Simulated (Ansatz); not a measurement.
ZrCl4, 5 atoms. Hardware: 2 threads of Arm Neoverse N1 on a shared host.

In the def2 sets Zr takes a core potential; there is no spin–orbit coupling.

Problem. How many basis functions does each of these Ansatz runs have, and roughly what does it cost? PBE0-D4/def2-SVP, charge -1 doublet at the geometry of the charge 0 singlet, energy with a search over starts; r2SCAN-D4/def2-TZVP, charge 0 singlet, energy, from earlier orbitals; PBE-D4/def2-TZVP, charge 0 triplet at the geometry of the charge 0 singlet, energy, from earlier orbitals; r2SCAN-D4/def2-TZVP, charge 0 triplet at the geometry of the charge 0 singlet, energy, from earlier orbitals; BHLYP-D4/def2-TZVP, charge 0 singlet, energy, from earlier orbitals; PBE0-D4/def2-TZVPD, charge 0 singlet, energy, from earlier orbitals; PBE0-D4/def2-TZVP, charge 1 doublet at the geometry of the charge 0 singlet, energy, from earlier orbitals; PBE0-D4/def2-TZVP, charge 0 singlet, energy and forces, from earlier orbitals; PBE-D4/def2-TZVPD, charge 0 singlet, energy, from earlier orbitals; PBE0-D4/def2-TZVPD, charge -1 doublet at the geometry of the charge 0 singlet, energy, from earlier orbitals; HF/STO-3G, charge 0 singlet, energy; r2SCAN-D4/def2-SVP, charge 0 singlet, frequencies.

Solution. Other jobs shared the machine, so times can vary by a factor of up to 3. A dash marks memory too small to be measured apart from the calling script's.

| run | functions | fitting or Cholesky vectors | wall time | peak host memory (GiB) |
| --- | --- | --- | --- | --- |
| HF/STO-3G, charge 0 singlet, energy | 63 | 717 | 1.1 s | – |
| PBE-D4/def2-TZVPD, charge 0 singlet, energy, from earlier orbitals | 224 | 1441 | 9.5 s | – |
| BHLYP-D4/def2-TZVP, charge 0 singlet, energy, from earlier orbitals | 188 | 1590 | 11 s | 0.63 |
| PBE0-D4/def2-TZVP, charge 0 singlet, energy and forces, from earlier orbitals | 188 | 1471 | 14 s | 0.6 |
| PBE0-D4/def2-TZVPD, charge 0 singlet, energy, from earlier orbitals | 224 | 1631 | 15 s | 0.79 |
| r2SCAN-D4/def2-TZVP, charge 0 singlet, energy, from earlier orbitals | 188 | 1345 | 15 s | – |
| PBE-D4/def2-TZVP, charge 0 triplet at the geometry of the charge 0 singlet, energy, from earlier orbitals | 188 | 1345 | 16 s | – |
| PBE0-D4/def2-SVP, charge -1 doublet at the geometry of the charge 0 singlet, energy with a search over starts | 103 | 962 | 54 s | – |
| PBE0-D4/def2-TZVP, charge 1 doublet at the geometry of the charge 0 singlet, energy, from earlier orbitals | 188 | 1471 | 59 s | 1.2 |
| PBE0-D4/def2-TZVPD, charge -1 doublet at the geometry of the charge 0 singlet, energy, from earlier orbitals | 224 | 1631 | 81 s | 1.5 |
| r2SCAN-D4/def2-TZVP, charge 0 triplet at the geometry of the charge 0 singlet, energy, from earlier orbitals | 188 | 1345 | 96 s | 0.61 |
| r2SCAN-D4/def2-SVP, charge 0 singlet, frequencies | 103 | 1058 | 1.7 min | – |
